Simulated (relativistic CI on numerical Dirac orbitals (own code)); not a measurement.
# Os³⁺ (5d5) in a crystal field

Calculated by Dirac-Coulomb-Breit CI, orbitals from a KLI potential per configuration, model QED (radiative potential, 1s self-energy scaled to tabulated hydrogen-like ionisation energies), valence Slater integrals scaled by 0.8, one configuration in a parametric crystal field (own radial code).

Field parameters in Wybourne normalisation: Oh B⁴₀ = 21Dq, B⁴₄ = √(5/14) B⁴₀. The field is a parameter set, without covalency.

S is read from ⟨S²⟩ = S(S + 1).

Powder χT (cm³ K mol⁻¹) by Van Vleck's formula, with temperature-independent terms:

```
                Field    2 K    5 K   10 K   20 K   50 K  100 K  200 K  300 K
 Oh, 10Dq = 7000 cm⁻¹   1.04   1.15   1.34   1.71   2.75    3.6   3.96   4.03
Oh, 10Dq = 12600 cm⁻¹   0.81  0.823  0.844  0.887   1.01   1.23   1.65   2.07
Oh, 10Dq = 18250 cm⁻¹  0.515  0.516  0.518  0.523  0.535  0.556  0.598   0.64
Oh, 10Dq = 23850 cm⁻¹  0.477  0.478  0.479  0.482  0.491  0.505  0.534  0.562
Oh, 10Dq = 29450 cm⁻¹  0.464  0.464  0.466  0.468  0.476  0.489  0.515  0.542
Oh, 10Dq = 35050 cm⁻¹  0.454  0.455  0.456  0.459  0.466  0.479  0.504  0.529
Oh, 10Dq = 40650 cm⁻¹  0.447  0.448  0.449  0.451  0.459  0.471  0.495  0.519
```

(1) For Oh, 10Dq = 18250 cm⁻¹: what effective moment follows at 300 K?

## Answers

(1) μ_eff = √(8χT) = 2.26 μB. The ground level has S = 0.99; the spin-only moment for S = 1/2 is 1.73 μB. The difference comes from the orbital moment, spin-orbit mixing of terms and temperature-independent paramagnetism, all larger in this ionic model than in covalent complexes.
